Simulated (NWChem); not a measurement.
Everything below was run with NWChem. System: BCl2I, charge 0, spin multiplicity 1, at a geometry optimised with PBE/def2-SVP with def2 effective core potentials on I. The structure started from a generated list of species. Level: RHF/def2-SVPD with def2 effective core potentials on I.

Job file:

```
start mol
memory heap 200 mb stack 900 mb global 1100 mb
geometry units angstroms nocenter noautoz
  B      0.000000     0.000000     0.908841
  Cl     1.515674     0.000000     1.786606
  Cl    -1.515674     0.000000     1.786606
  I      0.000000     0.000000    -1.231864
  symmetry group C2v
end
basis spherical
  * library def2-svpd
end
ecp
  I library def2-ecp
end
scf
  rhf
  nopen 0
  maxiter 100
  thresh 1e-7
  semidirect memsize 60000000 filesize 0
end
task scf energy
```

NWChem printed:

```
             Northwest Computational Chemistry Package (NWChem) 7.3.0
             --------------------------------------------------------

                                NWChem Input Module
                                -------------------

 Scaling coordinates for geometry "geometry" by  1.889725989
 (inverse scale =  0.529177249)

 Turning off AUTOSYM since
 SYMMETRY directive was detected!

                             Geometry "geometry" -> ""
                             -------------------------

 Output coordinates in angstroms (scale by  1.889725989 to convert to a.u.)

  No.       Tag          Charge          X              Y              Z
 ---- ---------------- ---------- -------------- -------------- --------------
    1 B                    5.0000     0.00000000     0.00000000     0.90884100
    2 Cl                  17.0000     1.51567400     0.00000000     1.78660600
    3 Cl                  17.0000    -1.51567400     0.00000000     1.78660600
    4 I                   53.0000     0.00000000     0.00000000    -1.23186400

 Effective nuclear repulsion energy (a.u.)     449.6403922392

            Nuclear Dipole moment (a.u.)
            ----------------------------
        X                 Y               Z
 ---------------- ---------------- ----------------
     0.0000000000     0.0000000000     0.0000321253

      Symmetry information
      --------------------

 Group name             C2v
 Group number             16
 Group order               4
 No. of unique centers     3

      Symmetry unique atoms

     1    2    4


 Summary of "ao basis" -> "" (spherical)
 ------------------------------------------------------------------------------
       Tag                 Description            Shells   Functions and Types
 ---------------- ------------------------------  ------  ---------------------
 *                         def2-svpd                  on all atoms

 Summary of "ao basis" -> "ao basis" (spherical)
 ------------------------------------------------------------------------------
       Tag                 Description            Shells   Functions and Types
 ---------------- ------------------------------  ------  ---------------------
 B                         def2-svpd                 8       20   4s2p2d
 Cl                        def2-svpd                11       27   5s4p2d
 I                         def2-svpd                13       35   5s5p3d

                                 NWChem SCF Module
                                 -----------------

  ao basis        = "ao basis"
  functions       =   109
  atoms           =     4
  closed shells   =    32
  open shells     =     0
  charge          =   0.00
  wavefunction    = RHF
  use symmetry    = T
  symmetry adapt  = T

 Summary of "ao basis" -> "ao basis" (spherical)
 ------------------------------------------------------------------------------
       Tag                 Description            Shells   Functions and Types
 ---------------- ------------------------------  ------  ---------------------
 B                         def2-svpd                 8       20   4s2p2d
 Cl                        def2-svpd                11       27   5s4p2d
 I                         def2-svpd                13       35   5s5p3d

      Symmetry analysis of basis
      --------------------------

        a1         45
        a2         13
        b1         31
        b2         20

 Forming initial guess at       0.0s

      Superposition of Atomic Density Guess
[...]
     1 a1          2 a2          3 b1          4 b2

  Orbital symmetries:

     1 b1          2 a1          3 b1          4 a1          5 b1
     6 a1          7 a2          8 b2          9 a1         10 b1
    11 a1         12 a1         13 a1         14 b2         15 b1
    16 a1         17 b2         18 b1         19 a2         20 a1
    21 a1         22 b1         23 a1         24 a1         25 b1
    26 a1         27 b2         28 a2         29 b1         30 a1
    31 b2         32 b1         33 a1         34 b2         35 a1
    36 b1         37 b2         38 a1         39 b1         40 a1
    41 b2         42 a1

             Final eigenvalues
             -----------------

              1
    1 -104.8365
    2 -104.8365
    3  -10.5976
    4  -10.5975
    5   -8.0723
    6   -8.0722
    7   -8.0699
    8   -8.0699
    9   -8.0694
   10   -8.0694
   11   -7.7848
   12   -7.7539
   13   -5.6086
   14   -5.6000
   15   -5.5983
   16   -2.3042
   17   -2.3004
   18   -2.2987
   19   -2.2899
   20   -2.2898
   21   -1.1665
   22   -1.1236
   23   -0.9273
   24   -0.6901
   25   -0.6048
   26   -0.5684
   27   -0.5426
   28   -0.4879
   29   -0.4801
   30   -0.4565
   31   -0.3966
   32   -0.3867
   33    0.0480
   34    0.0516
   35    0.0693
   36    0.0796
   37    0.0888
   38    0.1049
   39    0.1128
   40    0.1262
   41    0.1355
   42    0.1417

                       ROHF Final Molecular Orbital Analysis
                       -------------------------------------

 Vector   30  Occ=2.000000D+00  E=-4.565426D-01  Symmetry=a1
              MO Center=  1.3D-13, -8.6D-16,  4.3D-01, r^2= 4.8D+00
   Bfn.  Coefficient  Atom+Function         Bfn.  Coefficient  Atom+Function
  ----- ------------  ---------------      ----- ------------  ---------------
    88      0.397479  4 I  pz                34      0.333326  2 Cl pz
    61      0.333326  3 Cl pz                91      0.293675  4 I  pz
    31      0.245471  2 Cl pz                58      0.245471  3 Cl pz
     7      0.239156  1 B  pz                85     -0.162360  4 I  pz

 Vector   31  Occ=2.000000D+00  E=-3.966183D-01  Symmetry=b2
              MO Center=  3.0D-15,  9.0D-16, -9.9D-01, r^2= 2.6D+00
   Bfn.  Coefficient  Atom+Function         Bfn.  Coefficient  Atom+Function
  ----- ------------  ---------------      ----- ------------  ---------------
    87      0.586136  4 I  py                90      0.513380  4 I  py
    84     -0.236552  4 I  py                81     -0.193421  4 I  py

 Vector   32  Occ=2.000000D+00  E=-3.866511D-01  Symmetry=b1
              MO Center= -2.7D-14,  3.5D-15, -1.0D+00, r^2= 2.7D+00
   Bfn.  Coefficient  Atom+Function         Bfn.  Coefficient  Atom+Function
  ----- ------------  ---------------      ----- ------------  ---------------
    86      0.599733  4 I  px                89      0.537417  4 I  px
    83     -0.241358  4 I  px                80     -0.196994  4 I  px

 Vector   33  Occ=0.000000D+00  E= 4.800695D-02  Symmetry=a1
              MO Center= -1.7D-14,  1.4D-16, -2.7D+00, r^2= 1.5D+01
   Bfn.  Coefficient  Atom+Function         Bfn.  Coefficient  Atom+Function
  ----- ------------  ---------------      ----- ------------  ---------------
     4     10.008150  1 B  s                 79     -3.391742  4 I  s
    25     -3.022051  2 Cl s                 52     -3.022051  3 Cl s
    94     -2.197807  4 I  pz                35      1.002075  2 Cl px
    62     -1.002075  3 Cl px                78     -0.575421  4 I  s
    91     -0.572616  4 I  pz                18      0.434417  1 B  d  0

 Vector   34  Occ=0.000000D+00  E= 5.164317D-02  Symmetry=b2
              MO Center=  2.5D-14,  2.2D-15,  6.0D-01, r^2= 4.8D+00
   Bfn.  Coefficient  Atom+Function         Bfn.  Coefficient  Atom+Function
  ----- ------------  ---------------      ----- ------------  ---------------
     9     -0.521849  1 B  py                 6      0.503301  1 B  py
    93      0.245583  4 I  py                33      0.232554  2 Cl py
    60      0.232554  3 Cl py                90      0.208404  4 I  py

 Vector   35  Occ=0.000000D+00  E= 6.925836D-02  Symmetry=a1
              MO Center= -1.6D-16,  2.4D-16,  8.4D-01, r^2= 1.9D+01
   Bfn.  Coefficient  Atom+Function         Bfn.  Coefficient  Atom+Function
  ----- ------------  ---------------      ----- ------------  ---------------
     4      5.721641  1 B  s                 25     -2.997902  2 Cl s
    52     -2.997902  3 Cl s                 94      1.033549  4 I  pz
    35      0.981609  2 Cl px                37      0.982304  2 Cl pz
    62     -0.981609  3 Cl px                64      0.982304  3 Cl pz
    10      0.739136  1 B  pz                20      0.287645  1 B  d  2

 center of mass
 --------------
 x =   0.00000000 y =   0.00000000 z =  -0.19426832

 moments of inertia (a.u.)
 ------------------
        1509.508035886863           0.000000000000           0.000000000000
           0.000000000000        2083.255288418632           0.000000000000
           0.000000000000           0.000000000000         573.747252531769

  Mulliken analysis of the total density
  --------------------------------------

    Atom       Charge   Shell Charges
 -----------   ------   -------------------------------------------------------
    1 B    5     3.73   1.99  0.85 -0.22 -0.30  1.35  0.06  0.14 -0.16
    2 Cl  17    17.50   2.00  1.99  1.22  0.72  0.08  5.94  2.10  3.16  0.24  0.03  0.02
    3 Cl  17    17.50   2.00  1.99  1.22  0.72  0.08  5.94  2.10  3.16  0.24  0.03  0.02
    4 I   25    25.28   1.83  0.22  1.21  0.73  0.02  2.93  3.13  2.59  2.51  0.07  9.82  0.22  0.01

       Multipole analysis of the density wrt the origin
       ------------------------------------------------

     L   x y z        total         open         nuclear
     -   - - -        -----         ----         -------
     0   0 0 0     -0.000000      0.000000     64.000000

     1   1 0 0     -0.000000      0.000000      0.000000
     1   0 1 0     -0.000000      0.000000      0.000000
     1   0 0 1     -0.041573      0.000000     65.180824

     2   2 0 0    -44.092855      0.000000    278.925481
     2   1 1 0      0.000000      0.000000      0.000000
     2   1 0 1     -0.000000      0.000000      0.000000
     2   0 2 0    -43.127073      0.000000      0.000000
     2   0 1 1      0.000000      0.000000      0.000000
     2   0 0 2    -42.717134      0.000000    537.780347

 Task  times  cpu:        1.4s     wall:        1.4s

 Total times  cpu:        1.4s     wall:        1.4s
```
